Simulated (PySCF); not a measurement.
## `C=Cc1csc(F)c1`, C6H5FS

Molfile (atoms numbered from 1):
```
C6H5FS
     RDKit          3D

 13 13  0  0  0  0  0  0  0  0999 V2000
    2.1365   -0.7348    0.4004 C   0  0  0  0  0  0  0  0  0  0  0  0
    1.4292    0.2684   -0.1058 C   0  0  0  0  0  0  0  0  0  0  0  0
   -0.0176    0.3336   -0.1654 C   0  0  0  0  0  0  0  0  0  0  0  0
   -0.6856    1.3983   -0.7027 C   0  0  0  0  0  0  0  0  0  0  0  0
   -2.3951    1.2316   -0.6536 S   0  0  0  0  0  0  0  0  0  0  0  0
   -2.2054   -0.3112    0.1099 C   0  0  0  0  0  0  0  0  0  0  0  0
   -3.2851   -1.0216    0.4393 F   0  0  0  0  0  0  0  0  0  0  0  0
   -0.9176   -0.6663    0.3097 C   0  0  0  0  0  0  0  0  0  0  0  0
    1.6752   -1.6108    0.8223 H   0  0  0  0  0  0  0  0  0  0  0  0
    3.2123   -0.7122    0.4094 H   0  0  0  0  0  0  0  0  0  0  0  0
    1.9356    1.1307   -0.5198 H   0  0  0  0  0  0  0  0  0  0  0  0
   -0.2624    2.2850   -1.1314 H   0  0  0  0  0  0  0  0  0  0  0  0
   -0.6243   -1.5901    0.7701 H   0  0  0  0  0  0  0  0  0  0  0  0
  1  2  2  0
  2  3  1  0
  3  4  2  0
  4  5  1  0
  5  6  1  0
  6  7  1  0
  6  8  2  0
  8  3  1  0
  1  9  1  0
  1 10  1  0
  2 11  1  0
  4 12  1  0
  8 13  1  0
M  END
```

Theory: PySCF 2.14.0, GIAO HF/pcSseg-1 magnetisability, rotational g tensor and spin-rotation constants, non-relativistic, gas phase. Geometry: GFN2-xTB.

Problem. How diamagnetic is it, and how anisotropic?

Solution. Isotropic -1283 × 10⁻³⁰ J/T², or -77.3 × 10⁻⁶ cm³/mol; principal values -1749, -1084, -1017 × 10⁻³⁰ J/T², anisotropy 701 × 10⁻³⁰ J/T² (root of half the summed squared differences of the principal values). The susceptibility is in cgs units.

Problem. Split it along the inertial axes a, b, c into diamagnetic and paramagnetic parts about the centre of mass, with the quadrupole moment.

Solution. 
```csv
axis,χ (10⁻⁶ cm³/mol),diamagnetic (10⁻⁶ cm³/mol),paramagnetic (10⁻⁶ cm³/mol),summed x² of all electrons (Å²),quadrupole Θ (D Å)
a,-65.1,-420.8,355.7,235.4,+0.86
b,-61.4,-1050.4,989.1,87.0,+6.62
c,-105.3,-1367.8,1262.4,12.2,-7.49
```
Anisotropies 2χaa − χbb − χcc = +36.4 and 2χbb − χaa − χcc = +47.7 × 10⁻⁶ cm³/mol. Θ is traceless in Buckingham's convention.

Problem. And the rotational g tensor?

Solution. 
```csv
axis,rotational constant (GHz),g,nuclear part,electronic part
a,3.5801,-0.0505,0.5477,-0.5982
b,1.2124,-0.0212,0.5422,-0.5634
c,0.9057,+0.0064,0.5435,-0.5372
```
Asymmetric top; isotopes 12C, 19F, 1H, 32S; no vibrational averaging.
